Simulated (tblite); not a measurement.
Compound: C₆H₆NP.
Z-matrix (Å and degrees, GFN2-xTB geometry), rows numbered from 1:
```
C 
C   1  1.3280
C   2  1.4547  1  124.89
C   3  1.3935  2  118.47  1   179.87
N   4  1.3174  3  128.25  2  -179.89
C   5  1.3220  4  120.46  3    -0.11
C   6  1.3803  5  126.31  4    -0.03
P   7  1.7328  6  124.39  5     0.12
H   1  1.0790  2  121.55  3     0.03
H   1  1.0760  2  121.75  3  -179.98
H   2  1.0837  1  119.85  3   179.95
H   4  1.0871  3  118.05  2     0.06
H   6  1.0853  5  114.22  4   179.98
H   7  1.0828  6  118.66  5  -179.92
```

All values are computed: GFN2-xTB (tblite) harmonic vibrations without scaling, gas phase. Errors from tens to a few hundred cm⁻¹ against measured bands are possible. One conformer, not necessarily the lowest.

Harmonic wavenumbers (cm⁻¹): 49.7, 146.9, 209.8, 239.3, 335.1, 368.9, 479.1, 538.9, 603.8, 656.8, 675.9, 778.5, 828.1, 863.9, 879.2, 885.7, 910.0, 987.9, 1004.4, 1094.8, 1197.3, 1201.3, 1249.8, 1305.2, 1335.4, 1352.0, 1396.7, 1441.9, 1538.6, 1660.1, 2996.0, 3016.8, 3039.8, 3042.1, 3086.5, 3131.6.

A = 3645, B = 1493, C = 1059 MHz; mass 123.024 u (most abundant isotopes); point group Cs, symmetry number 1.

Question: Zero-point energy?

Answer: ½Σν̃ = 22264 cm⁻¹ = 266.34 kJ/mol.

Question: Give the ideal-gas entropy at 500 K and 1 bar in the rigid-rotor, harmonic-oscillator model (classical rotation).

Answer: Translation 179.62, rotation 125.33, vibration 135.85: S = 440.8 J/(mol K).

Question: And Cp and H(500 K) − H(0)?

Answer: Cp = 184.40 J/(mol K), of which vibrations give 151.14 (their classical limit is 36 R = 299.3); H(500 K) − H(0) = 53.69 kJ/mol without the zero-point energy, 37.06 from vibrations.

Question: How do the functions run with temperature in this model?

Answer: 
```json
{"T (K)": "50", "S (J/(mol K))": "235.2", "Cp (J/(mol K))": "43.7", "H − H(0) (kJ/mol)": "1.89", "G − H(0) (kJ/mol)": "-9.88", "ln q(vib)": "0.29"}
{"T (K)": "100", "S (J/(mol K))": "269.9", "Cp (J/(mol K))": "58.1", "H − H(0) (kJ/mol)": "4.43", "G − H(0) (kJ/mol)": "-22.56", "ln q(vib)": "0.90"}
{"T (K)": "298.15", "S (J/(mol K))": "361.5", "Cp (J/(mol K))": "123.7", "H − H(0) (kJ/mol)": "22.21", "G − H(0) (kJ/mol)": "-85.58", "ln q(vib)": "3.91"}
{"T (K)": "373.15", "S (J/(mol K))": "392.1", "Cp (J/(mol K))": "148.9", "H − H(0) (kJ/mol)": "32.45", "G − H(0) (kJ/mol)": "-113.85", "ln q(vib)": "5.19"}
{"T (K)": "750", "S (J/(mol K))": "525.2", "Cp (J/(mol K))": "231.0", "H − H(0) (kJ/mol)": "106.13", "G − H(0) (kJ/mol)": "-287.79", "ln q(vib)": "11.85"}
{"T (K)": "1000", "S (J/(mol K))": "595.9", "Cp (J/(mol K))": "259.6", "H − H(0) (kJ/mol)": "167.72", "G − H(0) (kJ/mol)": "-428.18", "ln q(vib)": "16.05"}
```

q(vib) and H(0) count from the zero-point level.

Question: Blend soft modes into free rotors: weight 1/[1 + (100 cm⁻¹/ν̃)⁴] for the oscillator and the rest for a rotor with moment μB/(μ + B), μ = h/(8π²ν), B = 10⁻⁴⁴ kg m². What vibrational entropy results?

Answer: 128.16 J/(mol K) in place of 135.85, which changes −T·S at 500 K by +3.85 kJ/mol.

Question: What must be added to the electronic energy to get the Gibbs energy at 500 K and 1 bar?

Answer: ZPE + [H(500 K) − H(0)] − T·S = 266.34 + 53.69 − 220.40 = 99.63 kJ/mol.

Question: Which modes carry the vibrational entropy at 500 K?

Answer: 49.7 cm⁻¹: 24.49; 146.9 cm⁻¹: 15.54; 209.8 cm⁻¹: 12.64; 239.3 cm⁻¹: 11.58; 335.1 cm⁻¹: 8.93; 368.9 cm⁻¹: 8.20 J/(mol K); the other 30 give 54.48 together.

Hindered rotation and anharmonicity are outside this model. Other conformers, if any are populated, would add a mixing term that is left out.
